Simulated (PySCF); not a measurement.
PySCF input file for F2H4N2Si, SMILES N[Si](N)(F)F, KT2/pcSseg-1. Geometry optimised at PBE0-D3(BJ)/def2-SVP. One conformer was computed; it need not be the lowest.

```python
import numpy as np
from pyscf import gto, scf, dft
from pyscf.prop.nmr import rks as nmr

mol = gto.M(
    atom='''
    N    -1.34317456    0.36545421   -0.96189589
    Si   -0.00000000    0.00000000    0.00182760
    N     1.34317454   -0.36545421   -0.96189593
    F    -0.51141721   -1.16226476    1.00539945
    F     0.51141724    1.16226475    1.00539944
    H    -1.28423206    1.03497291   -1.71819293
    H    -2.28592222    0.25564870   -0.60992388
    H     1.28423201   -1.03497291   -1.71819297
    H     2.28592220   -0.25564870   -0.60992395
    ''',
    basis='pcSseg-1',
    charge=0,
    spin=0,
    max_memory=1600,
    verbose=3,
)
mf = dft.RKS(mol, xc='kt2')
mf.grids.level = 3
mf.conv_tol = 1e-10
mf.max_cycle = 100
mf.kernel()
n = nmr.NMR(mf)
n.verbose = 2
n.max_cycle_cphf = 60
sigma = n.kernel()
print('atom   isotropic/ppm   span/ppm')
for i, s in enumerate(sigma):
    w = np.linalg.eigvalsh((s + s.T) / 2)
    print(f'{mol.atom_symbol(i):2s}{i + 1:3d} {w.mean():14.3f} {w[2] - w[0]:11.3f}')
```

Program output:

```
converged SCF energy = -608.068131613664
atom   isotropic/ppm   span/ppm
N   1        241.800      64.327
Si  2        411.616      68.688
N   3        241.800      64.327
F   4        309.679     123.274
F   5        309.679     123.274
H   6         30.466      17.707
H   7         30.388      18.248
H   8         30.466      17.707
H   9         30.388      18.248
```

The run converged.

Cost: roughly 11 core-seconds.
